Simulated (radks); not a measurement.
Task: The table gives one normalised radial function P(r) = r R(r) (large component) of Xe5+ in [Kr] 4d10 5s2 5p1 (r in bohr). Calculated with a radial shooting solver on a logarithmic mesh with Libxc functionals: Dirac Kohn-Sham, PBE, spin-unpolarised, spherical densities, point nucleus; open shells are shared between the two j in proportion to 2j + 1.

| r | P |
|---|---|
| 0.003731 | 0.0001 |
| 0.004936 | 0.0003 |
| 0.006531 | 0.0006 |
| 0.008573 | 0.0013 |
| 0.01134 | 0.0027 |
| 0.01501 | 0.0059 |
| 0.01986 | 0.0125 |
| 0.02628 | 0.0258 |
| 0.03449 | 0.0505 |
| 0.04563 | 0.0964 |
| 0.06038 | 0.1738 |
| 0.07989 | 0.2911 |
| 0.1049 | 0.4377 |
| 0.1387 | 0.5856 |
| 0.1836 | 0.6495 |
| 0.2429 | 0.5207 |
| 0.3214 | 0.1330 |
| 0.4218 | -0.4238 |
| 0.5582 | -0.9559 |
| 0.7385 | -1.1827 |
| 0.9771 | -1.0225 |
| 1.293 | -0.6457 |
| 1.697 | -0.3007 |
| 2.245 | -0.0919 |
| 2.971 | -0.0167 |
| 3.931 | -0.0015 |
| 5.201 | -0.0001 |

Which n and l does it have? It may be an empty orbital.

Result: n = 4, l = 2: the number of nodes gives n - l - 1 = 1, the rise at small r points to l (this Dirac orbital starts as r^gamma with gamma = sqrt((l + 1)^2 - (Z/c)^2) = 2.97; the j = 5/2 orbital of l + 1 starts with the same power, but with a smaller coefficient, and then steepens), and the extent must fit the shell. The curve is that of 4d5/2; the two j differ most near the nucleus, where j = l - 1/2 has the larger amplitude, and in heavy atoms j = l - 1/2 is also the more compact. 4d5/2: eigenvalue -118.98 eV, 1 radial node at r = 0.345 bohr, <r> = 0.871 bohr, 90 % of the charge inside 1.32 bohr.
